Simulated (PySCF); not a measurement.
C₂H₅FO₂Si, SMILES O=C(O)[Si@@H](F)C. Heavy atoms are numbered as in [CH3:1][Si@H:2]([F:3])[C:4](=[O:5])[OH:6]. Hydrogens are named by the atom that carries them.

Geometry optimised at PBE-D3(BJ)/def2-SVP. The structure was generated by enumeration; whether it is a known compound was not checked. The values are those of a single conformer.

Level of theory: PBE/def2-TZVP (PySCF).

Atomic charges (e), one atom of each kind:

```
atom       Mulliken    IAO
---------  --------  -----
C1 (CH3)      -0.48      …
Si2 (SiH)      0.51   1.14
F3            -0.30  -0.52
C4             0.13   0.23
O5            -0.27      …
O6 (OH)       -0.30  -0.44
H on C1        0.15      …
H on Si2      -0.03  -0.13
H on O6        0.29      …
```

Problem. What belongs in the gaps? (An estimate is asked for; the answer gives what the named calculation found.)

Solution. 
- C1 (CH3), IAO: -0.75
- O5, IAO: -0.43
- H on C1, IAO: 0.17
- H on O6, IAO: 0.36

Computed Mayer and Wiberg (Löwdin basis) orders of the bonds:
```csv
bond,Mayer,Wiberg
C1–Si2,1.03,1.23
Si2–F3,1.12,1.68
Si2–C4,0.87,0.98
C4–O5,1.96,2.68
C4–O6,1.22,1.86
```
